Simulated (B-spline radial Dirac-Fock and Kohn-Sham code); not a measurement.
**Binding energies of Eu²⁺ at several levels of theory**

System: the Eu²⁺ ion, [Xe] 4f6 5d1 (not the ground configuration).

The density-functional columns are spherical, spin-unpolarised Dirac-Kohn-Sham results without Breit or QED terms: −ε is minus the orbital energy of the initial state and ΔSCF the difference of two total energies. The reference in the last column comes from multi-electron Dirac-Fock with separately optimised hole states, Breit and Lamb-shift corrections added in first order. All numbers are from a radial finite-basis atomic code, in eV; a selection of levels is shown. For the 1s level of heavy atoms much of the gap between ΔSCF and the reference is the Breit and QED part, -204.8 eV here; for other levels the error of the functional can be larger.

```tsv
level	LDA −ε	LDA ΔSCF	Dirac-Fock
K (1s)	48287.1	48735.5	48543.3
L1 (2s)	7944.1	8025.3	8084.4
L2 (2p1/2)	7541.3	7644.2	7644.2
L3 (2p3/2)	6894.1	6986.9	7003.8
M1 (3s)	1764.4	1789.2	1833.9
M2 (3p1/2)	1589.9	1616.1	1644.7
M3 (3p3/2)	1458.0	1482.6	1511.9
M4 (3d3/2)	1154.6	1183.4	1188.5
M5 (3d5/2)	1125.9	1154.0	1160.4
N1 (4s)	366.4	377.7	399.3
N2 (4p1/2)	298.9	310.0	324.7
N3 (4p3/2)	269.6	280.3	295.5
N4 (4d3/2)	158.1	168.5	171.4
N5 (4d5/2)	152.8	163.1	166.1
N6,7 (4f)	22.29	31.13	27.22
O1 (5s)	62.00	68.87	71.08
O2 (5p1/2)	43.30	49.72	48.25
O3 (5p3/2)	39.16	45.33	44.12
O4,5 (5d)	15.38	19.97	18.86
```

Values without a named source are computed, but for edge energies of neutral atoms, which are taken from tables.
